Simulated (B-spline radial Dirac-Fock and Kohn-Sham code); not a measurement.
Ionisation of each subshell: Zr¹⁹⁺

System: the Zr¹⁹⁺ ion, [Ar] 3d3; nuclear rms radius 4.2694 fm (A = 90).

The computed values come from a radial B-spline solver: ΔSCF Dirac-Fock with Breit, self-energy and vacuum polarisation, finite nucleus, configuration average. No correlation. Energies are counted from the vacuum level.

All terms are in eV, carry their sign (relaxation lowers the binding energy) and add up to the binding energy; ⟨r⟩ is the mean radius of the orbital in the initial state.

```tsv
subshell	−ε (Koopmans)	relaxation	Gaunt	retardation	QED	binding energy	⟨r⟩ (bohr)
1s	18796.9	-35.29	-34.03	2.55	-15.37	18714.7	0.037
2s	3259.1	-10.89	-2.92	0.15	-1.78	3243.7	0.161
2p1/2	3034.7	-13.03	-5.07	0.54	0.18	3017.3	0.138
2p3/2	2947.6	-12.54	-3.64	0.61	0.00	2932.0	0.142
3s	1030.4	-1.49	-0.53	0.04	-0.38	1028.0	0.423
3p1/2	943.2	-1.67	-0.93	0.11	0.03	940.7	0.413
3p3/2	925.8	-1.58	-0.65	0.13	0.00	?	0.421
3d	801.1	-2.05	-0.21	0.04	0.03	798.9	0.383
```

Q: Which binding energy belongs in the row of 3p3/2?

A: 923.7 eV, the sum of the terms in that row (to rounding).

For the deepest level, K (1s), the Breit terms make up -0.168 % of the binding energy, QED -0.082 % and orbital relaxation -0.189 %.

Spin-orbit splittings: 2p 85.30 eV, 3p 17.03 eV.

Going to the tabulated ground configuration of the next ion removes an electron from M4,5 (3d), computed at 798.9 eV. NIST lists 803 ± 4 eV as the ionisation energy of this species (theoretical), +4.12 eV from the computed value. Where a p, d or f shell is open in either ion the computed value averages over both j values and all terms, while the table refers to the lowest levels; that difference holds spin-orbit splitting (largest in heavy or highly charged ions), term energies where several electrons share open shells, and correlation, and it can reach 10 % or more.
